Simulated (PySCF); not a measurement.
## Electric field gradients and quadrupole coupling constants

Species: C7H16N2.
SMILES with atom numbers: `[CH3:1][CH2:2][C@H:3]([CH3:4])/[C:5]([CH3:6])=[N:7]/[NH:8][CH3:9]` (hydrogens: H10, H11, H12 on C1; H13, H14 on C2; H15 on C3; H16, H17, H18 on C4; H19, H20, H21 on C6; H22 on N8; H23, H24, H25 on C9)

Cartesian coordinates in Å at the GFN2-xTB level; atoms count from 1:
```xyz
25
C7H16N2 angstrom
C      1.7853    1.7379   -0.3377
C      2.0997    0.2476   -0.3598
C      1.0884   -0.5666    0.4583
C      1.4943   -2.0412    0.5151
C     -0.3143   -0.4191   -0.0724
C     -0.6382   -0.9373   -1.4509
N     -1.1511    0.1238    0.7142
N     -2.4626    0.2331    0.4296
C     -3.1582    1.2539    1.1749
H      2.5215    2.2945   -0.9138
H      1.7891    2.1109    0.6836
H      0.8014    1.9253   -0.7606
H      3.0960    0.0798    0.0557
H      2.1131   -0.1057   -1.3932
H      1.0736   -0.1692    1.4777
H      0.7682   -2.6086    1.0920
H      2.4679   -2.1437    0.9890
H      1.5549   -2.4705   -0.4822
H     -1.2855   -1.8128   -1.3816
H      0.2627   -1.2151   -1.9877
H     -1.1633   -0.1772   -2.0346
H     -2.7428    0.1604   -0.5476
H     -2.7450    1.2654    2.1810
H     -4.2181    1.0030    1.2202
H     -3.0478    2.2555    0.7397
```

Field gradients from the PBE0/pcSseg-1 density (PySCF, non-relativistic), principal values in atomic units, ordered |Vxx| ≤ |Vyy| ≤ |Vzz|:

```
atom     Vxx     Vyy      Vzz
  N7  0.4902  0.6968  -1.1870
  N8  0.4618  0.8513  -1.3131
```

Question: Find the asymmetry η = (Vxx − Vyy)/Vzz and the couplings χ = eQV/h (234.96 MHz × Q in barn × V in au), with Q(14N) = 0.02044 b.

Answer: 
```
atom                    environment  nucleus     η  χzz (MHz)  χxx (MHz)  χyy (MHz)
  N7                   C=N nitrogen      14N  0.17      -5.70       2.35       3.35
  N8  nitrogen bonded to C, N and H      14N  0.30      -6.31       2.22       4.09
```

Question: What is Vzz at N7 in SI units (1 au = 9.71736 × 10²¹ V/m²)?

Answer: -1.1870 au = -11.535 × 10²¹ V/m².

Question: And the gradient at the other heavy atoms, for which no coupling is worked out here?

Answer: 
```csv
atom,environment,Vzz (au),η
C1,methyl carbon,0.047,0.17
C2,chain CH2 carbon,-0.036,0.46
C3,sp3 CH carbon,-0.072,0.19
C4,methyl carbon,0.047,0.36
C5,C=N carbon,0.156,0.82
C6,methyl carbon,-0.033,0.79
C9,N-methyl carbon,0.260,0.21
```

Were the hydrogens deuterons (Q(2H) = 0.00286 b), χzz would run from 196 kHz (H25) to 254 kHz (H22).

The structure is a single GFN2-xTB conformer in the gas phase; no vibrational or solvent corrections. GFN2-xTB bond lengths can be off by several hundredths of an ångström, more for odd bonds, and the gradients follow them. The small basis limits the accuracy of the gradients.
